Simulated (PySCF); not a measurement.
PySCF input file for InF2, SMILES [F][In][F], multiplicity 2, PBE-D3(BJ)/def2-TZVP. Geometry: PBE-D3(BJ)/def2-TZVP. The spin state was assumed, not searched. The isomer is the one that the SMILES or the coordinates give; other isomers of the formula were not compared. The def2 effective core potentials stand for the cores of In; spin–orbit coupling is left out.

```python
import numpy as np
from pyscf import gto, scf, dft, df
from pyscf.hessian import thermo

mol = gto.M(
    atom='''
    In    0.00000000    0.00000000    0.27010315
    F     0.00000000   -1.71762519   -0.73528080
    F     0.00000000    1.71762518   -0.73528080
    ''',
    basis='def2-TZVP',
    ecp={'In': 'def2-tzvp'},
    charge=0,
    spin=1,
    max_memory=1600,
    verbose=3,
)
mf = dft.UKS(mol, xc='pbe').density_fit(auxbasis='def2-universal-jkfit')
mf.disp = 'd3bj'
mf.grids.level = 3
mf.conv_tol = 1e-11
mf.max_cycle = 100
mf.kernel()
fine, coarse = mf.grids, dft.Grids(mol).set(level=1).build(with_non0tab=True)
for _ in range(3):  # follow internal instabilities
    mf.grids = coarse
    mo, _, stable, _ = mf.stability(return_status=True, nroots=4)
    mf.grids = fine
    if stable:
        break
    mf.kernel(mf.make_rdm1(mo, mf.mo_occ))

# [left out here: the lines that compute and print the analytic Hessian (its translational invariance restored by hand, since the grid's response is missing), thermochemistry and intensities]
```

Program output:

```

WARN: HOMO -0.673338775467375 >= LUMO -0.673338775467382

converged SCF energy = -389.772778878604  <S^2> = 0.75178535  2S+1 = 2.0017846
<class 'pyscf.df.df_jk.DFUKS'> wavefunction is stable in the internal stability analysis

WARN: DFTD3 does not support analytical Hessian, using finite difference


WARN: Mole.unit (angstrom) is changed to Bohr

Mode                                 0                   1                   2
Irrep
Freq [cm^-1]                      109.6474            504.1729            528.2839
Reduced mass [au]                  22.0294             20.4265             22.7532
Force const [Dyne/A]                0.1560              3.0592              3.7413
Char temp [K]                     157.7581            725.3926            760.0829
Normal mode                   x     y     z       x     y     z       x     y     z
       0  In                -0.00 -0.00 -0.04   -0.00  0.00 -0.03   -0.00  0.04  0.00
       1   F                -0.00 -0.09  0.11    0.00  0.13  0.08   -0.00 -0.13 -0.07
       2   F                -0.00  0.09  0.11   -0.00 -0.13  0.08    0.00 -0.13  0.07
temperature 298.1500 [K]
pressure 101325.00 [Pa]
Rotational constants [GHz] 17.51305 4.50831 3.58535
Symmetry number 2
Zero-point energy (ZPE) 0.00260 [Eh]   6831.300 [J/mol]
                           tot       elec      trans        rot        vib
Entropy [J/mol/K]       293.047      5.763    171.469     96.928     18.886
Cv [J/mol/K]             43.226      0.000     12.472     12.472     18.283
Cp [J/mol/K]             51.540      0.000     20.786     12.472     18.283
Internal energy [J/mol]                      3718.434   3718.434   9827.952
Internal energy [Eh]   -389.76620  -389.77278
Enthalpy [J/mol]                             6197.391   3718.434   9827.952
Enthalpy [Eh]          -389.76526
Gibbs free energy [J/mol]                  -44926.026 -25180.789   4196.960
Gibbs free energy [Eh] -389.79854
mode   freq/cm-1   IR/(km/mol)
   1      109.65        15.937
   2      504.17        29.654
   3      528.28        88.964
max |gradient| / (hartree/bohr): 0.00020435914024738688
APT charges: [ 1.0879 -0.544  -0.544 ]
```

The calculation finished and met its thresholds.
